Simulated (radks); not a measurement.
Values are calculated unless marked as measured or tabulated.
Problem. The mean radii <r> (bohr) of the occupied orbitals of an atom or ion are listed with their occupations. Level of theory: scalar-relativistic Kohn-Sham, r2SCAN, spin-polarised, spherical densities, finite nucleus; meta-GGA in the generalised Kohn-Sham scheme; Fermi nuclear charge, rms radius of each element as measured or else 0.836 A^(1/3) + 0.57 fm (a radial shooting solver on a logarithmic mesh with Libxc functionals).

orbital  occ.      <r>
1s up       1  0.01932
1s down     1  0.01932
2s up       1  0.08172
2s down     1  0.08172
2p up       3  0.07281
2p down     3  0.07282
3s up       1   0.2095
3s down     1   0.2095
3p up       3   0.2084
3p down     3   0.2084
3d up       5   0.1882
3d down     5   0.1881
4s up       1   0.4239
4s down     1   0.4240
4p up       3   0.4343

Name the element and its charge. Open shells, if any, are filled with parallel spins first.

Solution. Z = 71, lutetium, charge +38: Lu38+ in [Ar] 3d10 4s2 4p3. The 1s radius gives Z: for a bare nucleus <r> = (2 gamma + 1)/(2Z) with gamma = sqrt(1 - (Z/c)^2), 0.01909 bohr for Z = 71, and screening makes it slightly larger (0.01932 here). The occupations add up to 33, and the charge is Z minus that.
